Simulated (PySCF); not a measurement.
**How methods differ on the ionisation energy of Ca**

Ca [Ar] 4s2 (1S) → Ca⁺ [Ar] 4s1 (2S), as a difference of total energies. All numbers are calculated (PySCF 2.14, scalar relativity by spin-free X2C-1e, in cc-pVDZ-X2C (5s4p2d, 27 functions)). Correlated levels: valence: [Ar] frozen. The calculations carry no spin-orbit coupling.

| method | ionisation energy (eV) |
| --- | --- |
| UHF | 5.146 |
| r2SCAN | 5.851 |
| B3LYP | 6.203 |
| MP2 (valence) | 5.617 |

**Question.** Estimate what SCS-MP2 (valence) gives.

**Answer.** 5.712 eV, closest to MP2 (valence) among the rows shown.

**Question.** Estimate what CCSD (valence) gives.

**Answer.** 5.904 eV, closest to r2SCAN among the rows shown.

Errors of the correlated levels include the incompleteness of this basis and the frozen core.

With two correlated electrons CCSD is exact in that space.

For comparison: 6.113 eV (measured; NIST Atomic Spectra Database, ionization energies).
